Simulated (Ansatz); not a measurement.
Reactions of C4H4F2, SMILES `C=C(F)C=CF`.

Computed with Ansatz on PBE0-D4/def2-TZVP structures; ΔE is electronic, products minus reactants. CCSD(T)/CBS is the MP2 limit (def2-TZVPP, def2-QZVPP) plus CCSD(T) − MP2 in def2-TZVPP, frozen cores. This one scheme is used for every species, atoms too. Double bonds are as drawn, so ΔE can hold a change between cis and trans. Functionals use def2-TZVPP. Open shells (•) are unrestricted, without spin–orbit coupling. Spin–orbit coupling would lower the free atoms: a little for C, F. For Se outer-core shells are correlated without core-valence functions, so the limit isn't a true one: a few kJ/mol of doubt a bond, and 10 to 20 or more in all where bonds break to atoms. Scalar relativity is left out up to krypton. One conformer a species, not always the lowest.

```csv
reaction,B2PLYP (eV),PBE0-D4 (eV),PBE-D4 (eV),CCSD(T)/CBS(def2) (eV)
`C=C(F)/C=C/F` + H₂ → `C=C/C=C\F` + H–F,-0.89,-0.85,-0.77,-0.98
`C=C(F)/C=C/F` + H₂O → `O/C=C\F` + `C=CF`,0.66,0.68,0.66,0.72
`C=C(F)/C=C/F` + CH₃SH → `C=C(F)SC` + `C=CF`,0.27,0.27,0.24,0.24
`C=C(F)/C=C/F` → 4 C• + 2 F• + 4 H•,44.38,45.27,46.60,44.60
`C=C(F)/C=C/F` + `[AlH2][SH]` → `F/C=C/[S][AlH2]` + `C=CF`,0.63,0.53,0.52,0.55
`C=C(F)/C=C/F` + H₂Se → `C=C(F)[SeH]` + `C=CF`,0.42,0.46,0.42,0.40
`C=C(F)/C=C/F` + H₂ → `C=CC(=C)F` + H–F,-0.98,-0.94,-0.85,-1.08
```

Largest T1 diagnostic: 0.013, for `O/C=C\F`.
